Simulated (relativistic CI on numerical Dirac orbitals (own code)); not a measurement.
**Hyperfine structure of Er18+, mass number 167**

Method of calculation: Dirac-Coulomb-Breit CI, orbitals from a KLI potential per configuration, a model potential for QED, unscaled Slater integrals (own radial code, finite nucleus).

Configurations in the expansion (outside the closed core [Ar] 3d10 4p6 4d10): 4s²4f⁴, 4s²4f³5s, 4s²4f²5s², 4s²4f³5p, 4s²4f²5s5p, 4s²4f²5p², 4s²4f²5s5d, 4s²4f³5d, 4s²4f²5p5d, 4s²4f³5f, 4s²4f³6s, 4s²4f³6p, 4s4f³5s². Levels of other configurations are missing.

Nuclear spin I = 7/2, μ = -0.5623 μN, Q = 3.57 b (tables of Stone and Pyykkö). The electronic factors are computed for point nuclear moments, without core polarisation or the Bohr-Weisskopf and QED corrections.

```json
{"Level": "4s²4f⁴ ⁵I4", "E (eV)": "0.0000", "A (MHz)": "-379.2", "B (MHz)": "-3400"}
{"Level": "4s²4f⁴ ⁵I5", "E (eV)": "0.7244", "A (MHz)": "-297.2", "B (MHz)": "-3140"}
{"Level": "4s²4f⁴ ⁵I6", "E (eV)": "1.4524", "A (MHz)": "-253.9", "B (MHz)": "-3100"}
{"Level": "4s²4f⁴ ⁵I7", "E (eV)": "2.1579", "A (MHz)": "-231.8", "B (MHz)": "-3140"}
{"Level": "4s²4f⁴ ⁵I8", "E (eV)": "2.8334", "A (MHz)": "-221.2", "B (MHz)": "-3240"}
{"Level": "4s²4f⁴ ⁵F1", "E (eV)": "3.8532", "A (MHz)": "-657.4", "B (MHz)": "1200"}
{"Level": "4s²4f⁴ ⁵F2", "E (eV)": "3.9180", "A (MHz)": "-333.2", "B (MHz)": "2560"}
{"Level": "4s²4f⁴ ⁵F3", "E (eV)": "4.3808", "A (MHz)": "-230.8", "B (MHz)": "962"}
```

Levels with J = 0, under 50 % of one LS term, or S terms without an open s electron are left out. Small factors come from cancelling terms and can be off by tens of per cent or more.

At this charge energies of transitions that change n are usually good to better than 1 %, and those within a shell (Δn = 0) to a few per cent. Terms inside the open d or f shell come out 10 to 20 % too wide with unscaled integrals.

Give the hyperfine levels of 4s²4f⁴ ⁵I4 relative to its centre of gravity.

With K = F(F + 1) − I(I + 1) − J(J + 1), E = AK/2 + B[¾K(K + 1) − I(I + 1)J(J + 1)]/[2I(2I − 1)J(2J − 1)]: F = 1/2: 4966, F = 3/2: 4826, F = 5/2: 4508, F = 7/2: 3879, F = 9/2: 2758, F = 11/2: 911.2, F = 13/2: -1949, F = 15/2: -6159 MHz.

LS names give the leading component of a level, which can be under half, so a name can repeat, a term be missing and a line seem to break the LS rules.
